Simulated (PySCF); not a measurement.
**Basis and Hamiltonian dependence of the excitation energy of Ga⁺**

Ga⁺ [Ar] 3d10 4s2 (1S) → Ga⁺ [Ar] 3d10 4s1 4p1 (3P). All values are computed (PySCF 2.14, energy differences of UHF-based or UKS calculations, no spin-orbit coupling). Values in eV.

```tsv
basis	Hamiltonian	functions	UHF	r2SCAN	PBE0	MP2 (valence)	CCSD(T) (valence)	CCSD(T) (valence and next inner shell)
aug-cc-pVDZ-PP with ECP10MDF	ECP	32	4.648	5.891	5.948	5.231	5.520	n/a
aug-cc-pVDZ-DK	spin-free X2C	36	4.673	5.842	5.952	5.264	5.554	n/a
ANO-RCC-VTZP	spin-free X2C	43	4.626	5.852	5.941	5.237	5.520	5.908
x2c-TZVPPall	spin-free X2C	48	4.662	5.874	5.965	5.310	5.555	5.806
aug-cc-pwCVDZ-PP with ECP10MDF	ECP	48	4.633	5.882	5.938	5.259	5.527	5.946
def2-TZVPPD	non-relativistic	54	4.388	5.551	5.652	5.045	5.298	5.528
x2c-TZVPPall with one added diffuse shell each of s, p, d type	spin-free X2C	57	4.651	5.868	5.958	5.302	5.548	5.799
aug-cc-pVTZ-PP with one added diffuse shell each of s, d, f type with ECP10MDF	ECP	68	4.598	5.845	5.921	5.257	5.506	n/a
x2c-QZVPPall	spin-free X2C	94	4.611	5.855	5.954	5.286	5.512	5.970
```

Frozen in the all-electron rows: valence: [Ar] 3d10; valence and next inner shell: [Ne]; with a core potential, the same shells as far as they lie outside it.

Non-relativistic rows lack the scalar-relativistic shift.

Reference for a calculation without spin-orbit coupling: 5.986 eV (measured, between term centres; NIST).
